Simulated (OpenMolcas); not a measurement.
# Levels of Xe+ by method

- Program: OpenMolcas
- Basis: ANO-RCC-VQZP [8s7p5d3f2g]
- Scalar Hamiltonian: DKH2, point nucleus
- Active space: 7 electrons in 9 orbitals (RAS2 5s 5p; RAS3 5d, at most 2 electrons)
- State averaging: 2S+1 = 2 odd, 3 roots; 2S+1 = 2 even, 1 root
- Spin-orbit coupling: RASSI with atomic mean-field integrals over the reference wave functions, term energies averaged over their components

Methods on the same reference wave functions:
A. RASSCF
B. SS-RASPT2, IPEA 0.25 Eh, imaginary shift 0.1 Eh (closed shells correlated: 4d)

Energies in eV above 5s2 5p5 2P* 3/2, the measured ground level; measured values from NIST Handbook of Basic Atomic Spectroscopic Data.

| Level | A | B | Measured |
| --- | --- | --- | --- |
| 5s2 5p5 2P* 3/2 | 0.0000 | 0.0000 | 0.0000 |
| 5s2 5p5 2P* 1/2 | 1.1792 | 1.179 | 1.3064 |
| 5s 5p6 2S 1/2 | 11.6191 | 11.698 | 11.2669 |

Deviations, from unrounded energies. A percentage is the sum of absolute deviations over the sum of measured energies, with the sign that they share, or ± where signs differ.

```tsv
Against measurement	Levels	A	B
mean absolute deviation (cm-1)	2	1900	2300
fine structure of the ground term (%)	1	-9.7	-9.7
other configurations (%)	1	+3.1	+3.8
```

A lies closest to measurement on these levels. The largest miss of A in the table is 5s 5p6 2S 1/2, by +2800 cm-1. The ranking rests on the paired levels alone, and a cruder setting can come out closer through cancelling errors.

The lowest spin-free term lies below A's lowest term by 0.586 hartree in B.

Configurations are named by rounded mean occupations; where the s occupation lies near a half they are strongly mixed, a name can repeat and a true partner stay unpaired. Some terms take much of their weight from 5d, a shell meant for correlation, so their names are nominal. Some terms mix strongly with configurations of 5d, whose occupation reaches 0.37 (5s 5p6 2S). Computed and measured levels are paired by configuration, term and J; levels that our copy of the source lacks, or whose pairing is in doubt (as where it misses far off the trend of its configuration), stay unpaired and out of the deviations. Levels of configurations outside the active space are missing.

* marks odd parity.
